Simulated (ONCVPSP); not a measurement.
Cutoff test, carbon (C), ONCV

ONCVPSP 4.0.1 input, shortened (lines: element, Z, core and valence counts, functional; n l f; lmax; l rc ep ncon nbas qcut; lloc lpopt rc5 dvloc0; l nproj debl; icmod fcfact rcfact), PBE, scalar-relativistic:

```
  C 6.00    0    3        4      upf
    1    0    2.00
    2    0    1.00
    2    1    3.00
    1
    0    0.45    0.00    4    7   26.70
    1    3.10    0.00    4    8    5.50
    4    4    0.30    3.00
    0    3    1.00
    1    3    3.60
    0    0.00    0.00
```

Question: For each optimised wave give the share of its norm inside rc, the residual kinetic energy above qcut (Ha) and the cutoffs (Ha) for errors of 10, 1, 0.1 and 0.01 mHa per electron.

Answer:

```
         wave  norm inside rc  residual KE  10 mHa  1 mHa  0.1 mHa  0.01 mHa
           1s           0.873      1.2e-05   226.7  277.7    319.3     362.4
           2s           0.024      2.6e-06   158.4  229.7    286.8     330.7
s projector 3           0.008      1.0e-06   124.3  200.6    265.2     316.3
           2p           0.903      2.4e-09     6.2    8.3     10.1      11.5
p projector 2           0.254      3.7e-06    10.6   12.6     13.6      14.7
p projector 3           0.184      1.5e-03    13.0   19.6     36.8      47.5
```

The occupied waves need 278 Ha and 319 Ha for 1 and 0.1 mHa. Rows with under 1 % of the norm inside rc give no meaningful cutoff. 1 of 4 tests not solved or not reliable.
